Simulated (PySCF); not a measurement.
HO$_{4}$S (SMILES O=S(=O)([O-])O), charge -1, singlet, geometry from GFN2-xTB; PySCF with CAMB3LYP/3-21G.

Here is a job for PySCF.
```python
from pyscf import gto, scf, dft

mol = gto.M(
    atom='''
O     1.389920   -0.281761   -0.581483
S    -0.134456    0.024009    0.020263
O     0.121200   -0.014390    1.458586
O    -0.970632   -1.053488   -0.469618
O    -0.493940    1.335434   -0.483789
H     1.778901   -0.270498    0.286219
''',
    basis='3-21g',
    charge=-1,
    spin=0,
    verbose=4,
)

mf = dft.RKS(mol)
mf.xc = 'camb3lyp'
mf.grids.atom_grid = (30, 110)
mf.kernel()
```

Write the output that PySCF gives for this input, abridged.


```
PySCF version 2.14.0

[INPUT] verbose = 4
[INPUT] num. atoms = 6
[INPUT] num. electrons = 50
[INPUT] charge = -1
[INPUT] spin (= nelec alpha-beta = 2S) = 0
[INPUT] symmetry False subgroup None
[INPUT] Mole.unit = angstrom
[INPUT] Symbol           X                Y                Z      unit          X                Y                Z       unit  Magmom
[INPUT]  1 O      1.389920000000  -0.281761000000  -0.581483000000 AA    2.626568135055  -0.532451122584  -1.098843616090 Bohr   0.0
[INPUT]  2 S     -0.134456000000   0.024009000000   0.020263000000 AA   -0.254085015805   0.045370434525   0.038291520462 Bohr   0.0
[INPUT]  3 O      0.121200000000  -0.014390000000   1.458586000000 AA    0.229034806297  -0.027193158932   2.756328069125 Bohr   0.0
[INPUT]  4 O     -0.970632000000  -1.053488000000  -0.469618000000 AA   -1.834228647739  -1.990803795516  -0.887449403166 Bohr   0.0
[INPUT]  5 O     -0.493940000000   1.335434000000  -0.483789000000 AA   -0.933411321968   2.523604517432  -0.914228712077 Bohr   0.0
[INPUT]  6 H      1.778901000000  -0.270498000000   0.286219000000 AA    3.361635692715  -0.511167137243   0.540875521647 Bohr   0.0

nuclear repulsion = 277.038613388608
number of shells = 29
number of NR pGTOs = 90
number of NR cGTOs = 51
basis = 3-21g
ecp = {}

******** <class 'pyscf.dft.rks.RKS'> ********
method = RKS
initial guess = minao
damping factor = 0
level_shift factor = 0
DIIS = <class 'pyscf.scf.diis.CDIIS'>
diis_start_cycle = 1
diis_space = 8
diis_damp = 0
SCF conv_tol = 1e-09
SCF conv_tol_grad = None
SCF max_cycles = 50
direct_scf = True
direct_scf_tol = 1e-13
XC library pyscf.dft.libxc version 7.1.2
    S. Lehtola, C. Steigemann, M. J. T. Oliveira, and M. A. L. Marques,  SoftwareX 7, 1–5 (2018)
XC functionals = camb3lyp
    T. Yanai, D. P. Tew, and N. C. Handy,  Chem. Phys. Lett. 393, 51 (2004)
radial grids:
    Treutler-Ahlrichs [JCP 102, 346 (1995); DOI:10.1063/1.469408] (M4) radial grids

becke partition: Becke, JCP 88, 2547 (1988); DOI:10.1063/1.454033
pruning grids: <function nwchem_prune>
grids dens level: 3
symmetrized grids: False
atomic radii adjust function: <function treutler_atomic_radii_adjust>
User specified grid scheme (30, 110)
small_rho_cutoff = 0
Set gradient conv threshold to 3.16228e-05
Initial guess from minao.
tot grids = 14688
init E= -696.978477966876
  HOMO = -0.414277451648933  LUMO = 0.0408652832798508  gap/eV = 12.38506
cycle= 1 E= -695.328270686645  delta_E= 1.65  |g|= 1.45  |ddm|= 3.01
  HOMO = 0.0122507218678418  LUMO = 0.315373835049503  gap/eV = 8.24840
cycle= 2 E= -695.312115041773  delta_E= 0.0162  |g|= 1.53  |ddm|= 2.78
  HOMO = -0.109935270203727  LUMO = 0.333715521358259  gap/eV = 12.07235
cycle= 3 E= -695.729085808339  delta_E= -0.417  |g|= 0.116  |ddm|= 1.44
  HOMO = -0.102398454978883  LUMO = 0.328371705645966  gap/eV = 11.72185
cycle= 4 E= -695.730958066988  delta_E= -0.00187  |g|= 0.0492  |ddm|= 0.12
  HOMO = -0.104850750494839  LUMO = 0.332940349987957  gap/eV = 11.91290
cycle= 5 E= -695.731356191188  delta_E= -0.000398  |g|= 0.00213  |ddm|= 0.0342
  HOMO = -0.104831987262148  LUMO = 0.333196142081662  gap/eV = 11.91935
cycle= 6 E= -695.731356816743  delta_E= -6.26e-07  |g|= 0.00196  |ddm|= 0.00398
  HOMO = -0.104888825302599  LUMO = 0.333134371743224  gap/eV = 11.91922
cycle= 7 E= -695.731357478175  delta_E= -6.61e-07  |g|= 0.000358  |ddm|= 0.00177
  HOMO = -0.104935391347119  LUMO = 0.333086511792356  gap/eV = 11.91918
cycle= 8 E= -695.731357506297  delta_E= -2.81e-08  |g|= 5.58e-05  |ddm|= 0.000413
  HOMO = -0.104927102783905  LUMO = 0.333087017908869  gap/eV = 11.91897
cycle= 9 E= -695.731357507619  delta_E= -1.32e-09  |g|= 1.09e-05  |ddm|= 0.000124
  HOMO = -0.104927583066922  LUMO = 0.333087587399866  gap/eV = 11.91900
cycle= 10 E= -695.731357507655  delta_E= -3.58e-11  |g|= 6.29e-06  |ddm|= 2.17e-05
  HOMO = -0.104927705675053  LUMO = 0.333087716666737  gap/eV = 11.91901
Extra cycle  E= -695.731357507647  delta_E= 7.62e-12  |g|= 9.56e-06  |ddm|= 1.29e-05
converged SCF energy = -695.731357507647
```
